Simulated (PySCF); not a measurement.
Bonds to the group Y in Y-Sn(OCH3)3. Isolated molecules, 0 K electronic values unless said otherwise. Each species was relaxed from one start; no search for lower structures was made at this level. In the def2 sets, heavy atoms carry core potentials. Strings in code marks are SMILES.

Method: PySCF with CAM-B3LYP-D3(BJ)/def2-SVP // PBE0-D3(BJ)/def2-SVP. All candidates: neutral, multiplicity 1. Delta-SCF ions had no search for a lower state. Excitations are Tamm–Dancoff values on a coarser integration grid. The basis has no diffuse functions, so Rydberg states are missing or too high.

```yaml
brightest of the four lowest singlets (TDA): 6.60 eV
S1 excitation (TDA): 5.83 eV
vertical ionisation energy (Delta-SCF): 9.50 eV
```

**Question.** Name which member has these values.
A) `C[O][Sn]([CH3])([O]C)[O]C`
B) `C[O][Sn]([O]C)([O]C)[C](C)(C)C`
C) `C[O][Sn]([CH2]C(F)(F)F)([O]C)[O]C`
D) `C[O][Sn]([CH2]c1ccccc1)([O]C)[O]C`

**Answer.** A, `C[O][Sn]([CH3])([O]C)[O]C`. The others give `C[O][Sn]([O]C)([O]C)[C](C)(C)C`: 6.49 eV, 5.74 eV, 9.11 eV; `C[O][Sn]([CH2]C(F)(F)F)([O]C)[O]C`: 6.54 eV, 5.66 eV, 9.80 eV; `C[O][Sn]([CH2]c1ccccc1)([O]C)[O]C`: 5.52 eV, 5.36 eV, 8.62 eV
